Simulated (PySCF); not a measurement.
PySCF input for CH6Cl2Si2, SMILES [SiH3]C[SiH](Cl)Cl, PBE0/pcSseg-1. Coordinates come from a r2SCAN-D4/def2-SVP optimisation. Other conformers were not sampled.

```python
import numpy as np
from pyscf import gto, scf, dft
from pyscf.prop.nmr import rks as nmr

mol = gto.M(
    atom='''
    Si   -1.72185476   -1.56039098    0.45359675
    C    -0.35784598   -1.28112220   -0.82981122
    Si    0.72473435    0.21060082   -0.61554512
    Cl   -0.43757912    1.92033841   -0.67435043
    Cl    1.68057622    0.11244499    1.21602690
    H    -2.48447745   -2.79278983    0.09256639
    H    -2.65653614   -0.39878236    0.47191338
    H    -1.12507882   -1.73823254    1.80835358
    H    -0.82527913   -1.21333306   -1.82982864
    H     0.29798615   -2.17151334   -0.84431991
    H     1.76919645    0.34112906   -1.66104050
    ''',
    basis='pcSseg-1',
    charge=0,
    spin=0,
    max_memory=1600,
    verbose=3,
)
mf = dft.RKS(mol, xc='pbe0')
mf.grids.level = 3
mf.conv_tol = 1e-10
mf.max_cycle = 100
mf.kernel()
n = nmr.NMR(mf)
n.verbose = 2
n.max_cycle_cphf = 60
sigma = n.kernel()
print('atom   isotropic/ppm   span/ppm')
for i, s in enumerate(sigma):
    w = np.linalg.eigvalsh((s + s.T) / 2)
    print(f'{mol.atom_symbol(i):2s}{i + 1:3d} {w.mean():14.3f} {w[2] - w[0]:11.3f}')
```

Program output:

```
converged SCF energy = -1540.54865179986
atom   isotropic/ppm   span/ppm
Si  1        426.993      52.890
C   2        183.423      28.814
Si  3        322.570      74.658
Cl  4        874.696     240.896
Cl  5        874.421     239.367
H   6         27.307       9.738
H   7         27.102       8.596
H   8         27.105       8.628
H   9         30.991      12.017
H  10         30.984      11.996
H  11         25.310       9.529
```

The calculation finished and met its thresholds.
